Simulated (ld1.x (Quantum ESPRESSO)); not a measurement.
**Mo (Z = 42), TM semilocal: configuration errors across variants**

```json
{
 "Element": "molybdenum",
 "Generator": "ld1.x (Quantum ESPRESSO) 7.5",
 "Type": "norm-conserving Troullier–Martins (semilocal form)",
 "Functional": "BP86",
 "Relativity": "scalar-relativistic",
 "Frozen core": "[Ar] 3d10",
 "Valence charge": "14",
 "Reference configuration": "4s2 4p6 4d5 5s0 5p0 (charge +1)",
 "Partial waves": "4s (bound): rc 1.85 bohr; 4d (bound): rc 2.10 bohr; 4p (bound): rc 1.30 bohr",
 "Local potential": "the p channel",
 "Core correction": "a·sin(br)/r model core, default radius (core density twice the valence density)"
}
```

All-electron excitation energies from the reference (eV): (1) 4s2 4p6 4d5 5s1 5p0 -7.080; (2) 4s2 4p6 4d4 5s0 5p0 15.582; (3) 4s2 4p6 4d3 5s0 5p0 42.414; (4) 4s1 4p6 4d5 5s1 5p0 63.282; (5) 4s2 4p6 4d2 5s0 5p0 81.977; (6) 4s2 4p6 4d4 5s1 5p0 1.128; (7) 4s2 4p6 4d5.5 5s0.5 5p0 -6.779.

In the semilocal form every listed channel keeps its own potential, so the choice of the local channel does not act on these tests. It acts once the file is put into the separable form.

A semilocal file is local in each channel, so a ghost entry of none says nothing of the separable form that plane-wave codes build from it.

The default core radius of the base comes out at 0.72 bohr.

4 further variants failed, have other tests or another functional or relativity, and are left out.

Errors AE − PS in meV (a dash: test not solved or not reliable):

```tsv
change	(1)	(2)	(3)	(4)	(5)	(6)	(7)	bound ghosts
base	+1292	-0.9	+3.8	+2064	+42	+1905	+605	none
all radii but the core radius scaled by about 1.40 (s 2.60, p 1.82, d 2.94 bohr)	+3677	-5.9	+72	+5122	+458	+4913	+1764	none
core correction a·sin(br)/r model core inside 0.76 bohr	+1292	-0.9	+3.9	+2064	+42	+1906	+605	none
type ultrasoft, which also changes the form from semilocal to separable; waves now 4s (bound): rcut 1.60, rcutus 1.85 bohr; 5s (bound): rcut 1.60, rcutus 1.85 bohr; 4p (bound): rc 1.30 bohr; 5p (bound): rc 1.30 bohr; 4d (bound): rcut 1.85, rcutus 2.10 bohr; 4d channel at -0.3 Ry: rcut 1.85, rcutus 2.10 bohr; local potential all-electron potential smoothed inside 2.00 bohr (lloc = -1); augmentation built from norm-conserving waves at rcut, not smoothed further	-1852	+1.2	+9.1	-2925	+42	-2795	-848	not determined
wave 4s (bound): rc 1.85 bohr becomes 4s (bound): rc 2.50 bohr	+3508	-0.4	+7.9	+5013	+57	+4698	+1688	none
local potential the s channel	+1292	-0.9	+3.8	+2064	+42	+1905	+604	none
wave 4d (bound): rc 2.10 bohr becomes 4d (bound): rc 2.98 bohr	+1287	-6.6	+66	+1921	+434	+1921	+594	none
```

Problem. Give the same row for: wave 4p (bound): rc 1.30 bohr becomes 4p (bound): rc 1.78 bohr.

Solution. +1292, -0.4, +9.0, +2087, +63, +1904, +605; bound ghosts: none.
